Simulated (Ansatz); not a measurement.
Relaxation of GaH6N (8 atoms, charge 0, multiplicity 1), to a largest force component of 0.03 eV/Å in at most 50 steps.

Computed with RKS PBE0-D4/def2-SVP in Ansatz 0.2.0.

```xyz
8
Properties=species:S:1:pos:R:3
Ga 0.029 0.254 -0.040
H -0.143 0.276 1.522
H 1.469 0.364 -0.652
H -1.236 0.116 -0.960
N 0.035 -2.526 1.374
H -0.620 -2.726 0.622
H 0.986 -2.559 1.013
H -0.150 -1.578 1.760
```

Question: Where does it end, and by what steps?

Answer: It converged. After 8 steps the energy has fallen by 1.048 eV; N5 moved furthest, 0.66 Å. Joined: Ga1–N5 (3.12 → 2.16 Å).

```csv
step,energy less start (eV),largest force component (eV/Å),accepted
0,0.0000,0.937,yes
1,-0.0846,0.740,yes
2,-0.1595,1.164,yes
3,-0.2286,1.284,yes
4,-0.3867,1.083,yes
5,-0.7519,1.732,yes
6,-1.0336,0.370,yes
7,-1.0459,0.044,yes
8,-1.0479,0.008,yes
```

```xyz
8
Properties=species:S:1:pos:R:3
Ga 0.024 -0.001 0.152
H -0.145 0.806 1.504
H 1.450 0.000 -0.536
H -1.246 -0.156 -0.780
N 0.066 -2.001 0.971
H -0.552 -2.623 0.451
H 1.006 -2.394 0.932
H -0.233 -2.009 1.946
```

The run took 24 s on 1 thread of Arm Neoverse V2, with other jobs on the host, peak memory 0.14 GiB.
